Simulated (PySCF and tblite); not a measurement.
Results of a calculation; reference values are marked as such.
**Dynamics report: rotation**

System: C₈H₉B, numbered as in [BH2:1][C:2]1=[CH:3][C@@H:4]2[CH:5]=[CH:6][C@@H:7]3[C@H:8]1[C@H:9]23.

Motion: rotation about the B1–C2 bond (torsion H–B1–C2–C3 from -3° to 183°, rising). The path came from a restrained scan, a climbing-image band and a saddle search at GFN2-xTB; energies are PBE0/pcSseg-1 + D3(BJ)//GFN2-xTB, thermal terms GFN2-xTB. Rate constants are transition-state-theory values, counting equivalent paths, without tunnelling. (PySCF 2.14 with density fitting, tblite 0.8.)

```json
{"point": "start", "symmetry": "C1", "E(GFN2) kcal/mol": "0.0", "E(DFT) kcal/mol": "0.0", "ZPE change kcal/mol": "0.00", "lowest mode cm⁻¹": "134", "dipole D": "1.95"}
{"point": "saddle", "symmetry": "C1", "E(GFN2) kcal/mol": "5.6", "E(DFT) kcal/mol": "9.7", "ZPE change kcal/mol": "-0.58", "lowest mode cm⁻¹": "285i", "dipole D": "0.51"}
{"point": "end", "symmetry": "C1", "E(GFN2) kcal/mol": "0.0", "E(DFT) kcal/mol": "0.0", "ZPE change kcal/mol": "0.00", "lowest mode cm⁻¹": "133", "dipole D": "1.95"}
```

```
Electronic barrier                                      : 9.7 kcal/mol
Barrier with zero-point energy                          : 9.1 kcal/mol
ΔH‡ (298 K)                                             : 8.8 kcal/mol
ΔS‡ (298 K, symmetry apart)                             : -1.4 cal/(mol K)
Paths                                                   : 2 equivalent paths
End point                                               : the same structure with atoms interchanged, or its mirror image
Mean lifetime of the start against this motion at 298 K : 490 ns
Cost                                                    : 73 s on 1 thread of Arm Neoverse V2, on a host shared with other jobs (rough), peak memory 0.91 GiB, launched as `OMP_NUM_THREADS=1 python ens_run.py task.json out`
```

| T/K | ΔG‡ kcal/mol | k s⁻¹ |
| --- | --- | --- |
| 150 | 9.1 | 0.33 |
| 200 | 9.2 | 847 |
| 250 | 9.2 | 9.6×10⁴ |
| 298 | 9.3 | 2×10⁶ |
| 350 | 9.3 | 2.2×10⁷ |
| 400 | 9.4 | 1.2×10⁸ |
| 500 | 9.6 | 1.3×10⁹ |

ΔG and ΔG‡ leave out symmetry numbers and mirror images; rates count paths: 2 out.
